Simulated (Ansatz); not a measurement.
`[SiH3]N[SiH2][SiH2]Cl` and `N#C[SiH2]N[SiH3]` differ in one atom or group.

Ansatz, PBE0-D4/def2-TZVP geometries, multiplicity 1. Each molecule was computed in one conformer, which needn't be the lowest.

```csv
property,`[SiH3]N[SiH2][SiH2]Cl`
size of the dipole moment (ωB97M-V/def2-TZVPP) / D,1.71
HOMO–LUMO gap (ωB97M-V/def2-TZVPP) / eV,10.66
HOMO–LUMO gap (B3LYP/def2-TZVPP) / eV,6.39
size of the dipole moment (PBE/def2-TZVPP) / D,1.61
"ideal-gas entropy at 298 K and 1 bar (rigid rotor, harmonic PBE0-D4/def2-TZVP) / J/(mol·K)",411
HOMO energy (PBE0/def2-TZVPP) / eV,-7.51
```

(1) Give the same properties after the change, and the shifts. (Estimate.)

Answers

(1) Computed: 
| property | `N#C[SiH2]N[SiH3]` | shift |
| --- | --- | --- |
| size of the dipole moment (ωB97M-V/def2-TZVPP) / D | 3.83 | 2.12 |
| HOMO–LUMO gap (ωB97M-V/def2-TZVPP) / eV | 11.47 | 0.81 |
| HOMO–LUMO gap (B3LYP/def2-TZVPP) / eV | 6.91 | 0.52 |
| size of the dipole moment (PBE/def2-TZVPP) / D | 3.77 | 2.16 |
| ideal-gas entropy at 298 K and 1 bar (rigid rotor, harmonic PBE0-D4/def2-TZVP) / J/(mol·K) | 371 | -40 |
| HOMO energy (PBE0/def2-TZVPP) / eV | -8.29 | -0.78 |

With PBE0 the HOMO falls by 0.78 eV and the LUMO falls by 0.18 eV, so the gap widens by about 0.60 eV. PBE moves the HOMO by -0.68 eV and ωB97M-V by -0.91 eV. The zero-point energy changes by -26.9 kJ/mol with -6 modes. Dipoles are sizes alone; their direction can turn. Modes under 60 cm⁻¹, often nearly free rotors, make the harmonic entropy too high.

B3LYP here is the variant with VWN-RPA as its local correlation; programs differ in this.
